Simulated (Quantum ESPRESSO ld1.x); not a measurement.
Tl+, 80 electrons, occupied as [Xe] 4f14 5d9.5 6s2 6d0.5 (fractional occupations, a model configuration). Method: Dirac Kohn-Sham, LDA (Slater exchange, VWN5 correlation), spin-unpolarised, spherical densities, point nucleus; open shells are shared between the two j in proportion to 2j + 1; computed with ld1.x of Quantum ESPRESSO 7.5.

Radial electron density D(r) = 4 pi r^2 rho(r):

r (bohr)  D(r) (e/bohr)
0.001961          30.54
0.002319          37.77
0.002722          45.79
0.00322           55.37
0.003778          65.46
0.00447           76.75
0.005287          88.22
0.006205          98.59
0.00734           108.0
0.008613          114.6
0.01019           118.1
0.01205           117.9
0.01414           114.6
0.01673           109.5
0.01963           105.5
0.02323           105.2
0.02748           111.3
0.03224           122.9
0.03814           137.8
0.04476           148.8
0.05295           151.1
0.06213           142.7
0.0735            128.6
0.08695           119.9
0.102             123.8
0.1207            136.4
0.1416            142.3
0.1676            129.9
0.1982            103.2
0.2326            83.21
0.2751            81.61
0.3229            91.25
0.382             93.28
0.4482            78.82
0.5302            55.13
0.6272            36.53
0.7361            27.87
0.8707            23.94
1.022             20.33
1.209             15.37
1.43              10.43
1.678             6.743
1.985             4.062
2.329             2.369
2.755             1.230
3.259            0.5751
3.825            0.2709
4.525            0.1470
5.31             0.1081
6.281           0.08531
7.371           0.06037
8.719           0.03333
10.31           0.01365
12.1           0.004210
14.32         0.0008275
16.8          0.0001153

D(r) has 4 maxima, at r = 0.0109, 0.0505, 0.139, 0.358 bohr, and minima at 0.0216, 0.0898, 0.256 bohr, inside which lie 2.03, 11.07, 30.11 electrons.
